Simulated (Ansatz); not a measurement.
One geometry of HgI2, several levels of theory.

```yaml
crystal:
  periodic: [false, false, false]
  atoms:
    - {symbol: Hg, position_ang: [0.000020, 0.000013, -0.000025]}
    - {symbol: I, position_ang: [-0.017092, -0.021395, 2.602141]}
    - {symbol: I, position_ang: [0.017082, 0.021393, -2.602116]}
basis:
  gaussian: {orbitals: def2-TZVP, initial_orbitals: start.molden}
hamiltonian: {xc: {name: CAM-B3LYP}, dispersion: d4}
scf: {omitted_lower_state_checks: [starts]}
output: {orbitals: {seedname: orbitals}}
```

The file start.molden holds the orbitals of an earlier run on this structure, at another level or in another basis.

```sh
$ ansatz run in.yaml --threads 2 --pin off --events-out ev --progress --plain --max-ram 4352MiB
```

It prints (some lines left out):

```
Functional definition: CAM-B3LYP
1241 factors; their error is unknown
241 factors; integrals over basis functions are off by at most 9.6e-5 eV
mean field evaluation 1: about -20379.8875 eV, gradient 5.8e0 eV
mean field evaluation 2: about -20379.9278 eV, gradient 5.1e-2 eV
mean field evaluation 4: about -20380.3626 eV, gradient 3.8e-4 eV
mean field evaluation 8: about -20380.3626 eV, gradient 1.8e-5 eV
mean field -20380.36258267 eV, -748.9645106072 hartree, gradient 1.8e-5 eV, S^2 0.000000; 0 other end points of the search recorded, 0 dependent functions left out
reference -20380.36268848 eV, -748.9645144955 hartree; 35, 35 occupied and 108, 108 virtual orbitals, 1241 factors
Total energy: -20380.46667888 eV, -748.9683360724 hartree
Checks for a lower state left out: starts
```

It took 3.6 s on 2 threads of Intel Xeon Platinum 8259CL on a shared host.

The first input with `hamiltonian: {xc: {name: r2SCAN0}, dispersion: d4}` (abridged; 4.7 s):

```
Functional definition: r2SCAN0
mean field -20386.64137063 eV, -749.1952518087 hartree, gradient 2.5e-5 eV, S^2 0.000000
Total energy: -20386.67142099 eV, -749.1963561390 hartree
Checks for a lower state left out: starts
```

First input, but with `hamiltonian: {xc: {text: "exchange = 0.65*pbe_x + 0.35*exact_x\ncorrelation = pbe_c"}}` (abridged; 3.1 s):

```
Functional definition: unnamed
mean field -20382.25836448 eV, -749.0341793036 hartree, gradient 6.5e-6 eV, S^2 0.000000
Total energy: -20382.25838647 eV, -749.0341801120 hartree
Checks for a lower state left out: starts
```

The first input with `gaussian: {orbitals: def2-SVP, initial_orbitals: start.molden}`, `hamiltonian: {xc: pbe0, dispersion: d4}` (abridged; 2.4 s):

```
Functional definition: PBE0
mean field -20381.12355582 eV, -748.9924758545 hartree, gradient 1.2e-5 eV, S^2 0.000000
Total energy: -20381.21882281 eV, -748.9959768520 hartree
Checks for a lower state left out: starts
```

As the first input, with `hamiltonian: {xc: pbe}`, `correlation: {method: rpa}` and without the key `output` (abridged; 5.5 s):

```
Functional definition: PBE
mean field -20381.67031561 eV, -749.0125689064 hartree, gradient 1.2e-6 eV, S^2 0.000000
8 core orbitals not correlated: weight in the atoms' cores, before any rotation towards them, 1.000 or more for the frozen orbitals, at most 0.000 for the correlated occupied ones
Total energy: -20345.21510468 eV, -747.6728646149 hartree
Checks for a lower state left out: starts
```

First input, but with `hamiltonian: {xc: {text: "exchange = 0.85*pbe_x + 0.15*exact_x\ncorrelation = pbe_c"}}` (abridged; 2.7 s):

```
Functional definition: unnamed
mean field -20381.87760407 eV, -749.0201866166 hartree, gradient 2.0e-5 eV, S^2 0.000000
Total energy: -20381.87763310 eV, -749.0201876837 hartree
Checks for a lower state left out: starts
```

First input, but with `hamiltonian: {xc: {name: r2SCANh}, dispersion: d4}` (abridged; 6.5 s):

```
Functional definition: r2SCANh
mean field -20388.37251103 eV, -749.2588700450 hartree, gradient 8.7e-6 eV, S^2 0.000000
Total energy: -20388.39866559 eV, -749.2598312075 hartree
Checks for a lower state left out: starts
```

Geometry: PBE-D4/def2-TZVP.

In the def2 sets Hg, I take a core potential; there is no spin–orbit coupling. Correlated methods freeze 8 core orbitals; core or outer-core shells of Hg, I are correlated, in sets that lack core-valence functions.
